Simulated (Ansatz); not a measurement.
Spectroscopic constants of BI+, multiplicity 2 (lowest of 2S+1 = 2, 4 at CCSD(T)/def2-TZVPP on PBE0 minima; our sources give no spin for the ground state, which may be another). No spin–orbit coupling.

Seven points along R, fitted to fifth degree in 1/R; most abundant isotopes. Runs in def2 and cc sets follow the lowest solution found near the PBE0 minimum.

Codes used: Ansatz (Gaussian basis) for Hartree–Fock, density functionals and correlated methods. Each number belongs to the level named beside it. In def2 rows elements past Kr take small-core potentials, without spin–orbit coupling.

Energies at wB97M-V/def2-TZVPP:

| R (Å) | E (hartree) |
|---|---|
| 1.819562 | -322.09935348 |
| 1.868475 | -322.10559678 |
| 1.913475 | -322.10855938 |
| 1.964345 | -322.10934267 |
| 2.015214 | -322.10798884 |
| 2.073910 | -322.10444061 |
| 2.142388 | -322.09844685 |

Question: With a reduced mass of 10.1305 u, find the minimum, the force constant and the constants.

Answer: A fifth-degree polynomial in 1/R puts the minimum at r_e = 1.9555 Å with force constant 375 N/m. Then ω_e = (1/2πc)√(k/μ) = 793 cm⁻¹ and B_e = h/(8π²cμr_e²) = 0.4352 cm⁻¹; the cubic and quartic terms give α_e = 0.0033 and ω_e x_e = 5.4 cm⁻¹.

Ansatz is an electronic-structure program.
